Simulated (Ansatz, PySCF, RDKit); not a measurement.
Noncovalent pair: HCl (SMILES Cl) (first 2 atoms) with C2H2 (SMILES C#C); geometry from B3LYP-D3(BJ)/def2-TZVP, rigid monomers moved along the line of their centres of mass till H2···C4 is 4.27 Å.
(charge 0, multiplicity 1):
```
atom    x (Å)    y (Å)    z (Å)
----  -------  -------  -------
Cl    -0.1177   0.5380  -0.4665
H     -0.1237   0.3436   0.8106
C     -0.5579  -0.7055   4.9243
C      0.2884   0.1326   5.0513
H     -1.3092  -1.4503   4.8158
H      1.0397   0.8761   5.1681
```

Interaction energies are E(AB) − E(A) − E(B) at the monomers' geometry in the complex; basis-set methods are counterpoise corrected. RDKit's UFF carries no charges.

Frozen-core correlation. CBS: X⁻³ extrapolation of the correlation energy, Hartree–Fock from the larger set.

Codes used: Ansatz (a program for electronic structure) with Gaussian orbitals; PySCF for the dispersion terms; RDKit for the force fields. Values without a source in brackets are computed.

Q: What is the computed interaction energy (UFF)?

A: -7 meV
